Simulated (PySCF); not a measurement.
Gd(OH)3(NH3) at several levels of theory

Computed with PySCF 2.14.0 (density fitting, no spin-orbit coupling) at the geometry relaxed with PBE0:

```xyz
11
Gd(OH)3(NH3) (singlet in the valence; each metal's 4f electrons, 7 of them, lie in its core potential, out of spins and levels)
Gd    0.1621   -0.2052    0.2546
O     1.2000    1.3286    1.2220
H     1.7156    1.9598    1.7209
O    -1.4290   -1.1210    1.2541
H    -2.0839   -1.5885    1.7701
O     1.1377   -1.2661   -1.2584
H     1.6376   -1.7926   -1.8796
N    -1.2557    1.2783   -1.2575
H    -1.8548    1.9032   -0.7170
H    -0.6868    1.8658   -1.8680
H    -1.8680    0.7276   -1.8604
```

```
level                                                              basis    state  HOMO (eV)  gap (eV)  charge on Gd1 (e)  population of f-type functions on Gd1 (polarisation alone where 4f lies in the core)  dipole about the centre of mass (D)  largest force component (eV/Å)
 PBE0      Gd lcecp-1-SVP with ECP53, O def2-SVP, H def2-SVP, N def2-SVP  singlet      -6.97      6.74               0.93                                                                                  0.09                                 4.20                            0.02
 PBE0  Gd lcecp-1-TZVP with ECP53, O def2-TZVP, H def2-TZVP, N def2-TZVP  singlet      -7.25      6.80               1.57                                                                                  0.10                                 4.22                            0.23
```

In the lcecp rows the 4f levels are missing from HOMO and gap, and the state counts the valence alone.

Charges are Mulliken's, which hang on the basis. The relaxation used the grid (50, 194), these runs (75, 302) or, all-electron (x2c bases, spin-free X2C Hamiltonian), (99, 590).

Q: A further run in the first row's basis gives HOMO (eV) -5.40, gap (eV) 4.58, charge on Gd1 (e) 0.69, population of f-type functions on Gd1 (polarisation alone where 4f lies in the core) 0.09, dipole about the centre of mass (D) 4.16, largest force component (eV/Å) 0.43. Which level was it?
A. BP86
B. r2SCAN

A: A. The others give HOMO -5.66 eV (r2SCAN).

In the first row's basis the gap widens with exact exchange: 4.6 to 5.3 eV for BP86, r2SCAN (none); 6.7 eV for PBE0 (a fixed share).

No frequency check is given that shows the relaxed geometry to be a minimum. An lcecp potential fixes the number of 4f electrons, so in runs with it no electron can move into or out of that shell.
